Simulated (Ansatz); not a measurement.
Species: SiH$_{2}$SF, charge 0, doublet. SiH2SF (SMILES F[SiH2][S], doublet).
B3LYP-D3(BJ)/def2-TZVP minimum from Ansatz (a quantum-chemistry and plane-wave program):
```
Si
F 1 1.6018
H 1 1.4770 2 107.31
H 1 1.4770 3 113.26 2 -118.25
S 1 2.1086 3 107.61 4 -118.80
```
Charge 0, spin multiplicity 2.

Atomisation energy term by term, kcal/mol (programs: Ansatz). Radicals and triplets start from unrestricted determinants; spin-orbit coupling is neglected. Cores are frozen in correlated methods. Rows without X2C or -DK are non-relativistic. CBS(X,Y): correlation extrapolated as X^-3, Hartree-Fock from the larger set. A bracket is a step between two methods taken in the basis named. 'core' is core correlation in cc-pwCVTZ (1s frozen past Ne), 'X2C' scalar relativity in cc-pVTZ-DK, both at CCSD(T). For partners of very few electrons the exact lower level stands in for a higher one.

| term | basis | kcal/mol |
|---|---|---|
| Hartree-Fock | cc-pV(Q+d)Z | 280.08 |
| CCSD correlation | CBS(cc-pV(T+d)Z,cc-pV(Q+d)Z) | 88.84 |
| (T) | CBS(cc-pV(T+d)Z,cc-pV(Q+d)Z) | 5.80 |
| CCSDT(Q) - CCSD(T) | cc-pV(D+d)Z | 0.48 |
| core correlation | cc-pwCVTZ | 0.07 |
| scalar relativity | X2C, cc-pVTZ-DK | -1.11 |
| sum: De |  | 374.1 |
